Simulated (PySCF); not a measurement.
Stepwise substitution at one centre (B CH3-OH). Gas-phase values, no solvent. One relaxed conformer stands for each flexible species; it need not be the lowest. Strings in code marks are SMILES.

The HOMO from two functionals at the same geometries (PBE0-D3(BJ)/def2-TZVP), both in PySCF: PBE-D3(BJ)/def2-TZVP and B3LYP-D3(BJ)/def2-TZVP. B3LYP has the VWN-RPA correlation part, as in Gaussian. 

| species | PBE-D3(BJ)/def2-TZVP (eV) | B3LYP-D3(BJ)/def2-TZVP (eV) |
|---|---|---|
| 0 of 3 CH3 replaced by OH (`CB(C)C`) | -7.10 | -8.30 |
| 1 of 3 CH3 replaced by OH | -6.95 | -8.21 |
| 2 of 3 CH3 replaced by OH | -7.48 | -8.91 |
| 3 of 3 CH3 replaced by OH (`OB(O)O`) | -7.42 | -8.90 |

Over these rows, drawn at random from the members with no instability flagged (it was tested for open shells, ions and some series alone), PBE minus B3LYP-D3(BJ): mean +1.34 eV, from +1.20 eV to +1.48 eV.
